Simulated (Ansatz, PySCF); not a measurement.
Gas-phase reaction (SMILES): C=CC[Si](O)(O)O + [H][H] (H2) -> O[SiH](O)O + C=CC [prop-1-ene]; hydrogen cleaves one Si-C bond, a model of a ligand-exchange step.

Structures are relaxed separately at B3LYP-D3(BJ)/def2-TZVP in Ansatz (an electronic-structure program), one conformer each, not searched for the lowest. Valence correlation only, unless marked. Spin-orbit coupling is left out. No relativistic terms. CBS(X,Y): correlation extrapolated as X^-3; Hartree-Fock from the larger set. [CCSD(T)-MP2]/basis is that difference in the basis named. Thermal terms are rigid-rotor harmonic-oscillator values from B3LYP-D3(BJ) frequencies (Ansatz or PySCF) at 298.15 K and 1 atm. 1 Eh = 627.5095 kcal/mol.

```
species          E, RI-MP2/CBS(aug-cc-pV(T+d)Z,aug-cc-pV(Q+d)Z)+[CCSD(T)-MP2]/aug-cc-pV(T+d)Z (Ansatz) (Eh)  E, PBE0-D4/def2-TZVPD (Ansatz + dftd4) (Eh)  H - E (Eh)
---------------  ------------------------------------------------------------------------------------------  -------------------------------------------  ----------
C=CC[Si](O)(O)O                                                                                  -633.73317                                   -634.11343     0.12450
[H][H] (H2)                                                                                        -1.17524                                     -1.16831     0.01336
O[SiH](O)O                                                                                       -517.16771                                   -517.48486     0.05830
C=CC                                                                                             -117.74462                                   -117.80020     0.08449
```

Work out ΔE and ΔH at 298.15 K at the first level, then ΔH at the second.


1. ΔE = [(-517.16771) + (-117.74462)] - [(-633.73317) + (-1.17524)] = -0.00392 Eh = -2.5 kcal/mol at RI-MP2/CBS(aug-cc-pV(T+d)Z,aug-cc-pV(Q+d)Z)+[CCSD(T)-MP2]/aug-cc-pV(T+d)Z.
2. The terms H - E add up to 0.00493 Eh, so ΔH = (-0.00392 + (0.00493))×627.5095 = 0.6 kcal/mol.
3. At PBE0-D4/def2-TZVPD the same steps give ΔE = -2.1 and ΔH = 1.0 kcal/mol, a shift of +0.4 from the first level.
4. These values are not checked against measurement here, since the tables used lack a sound gas-phase enthalpy of formation for at least one species.
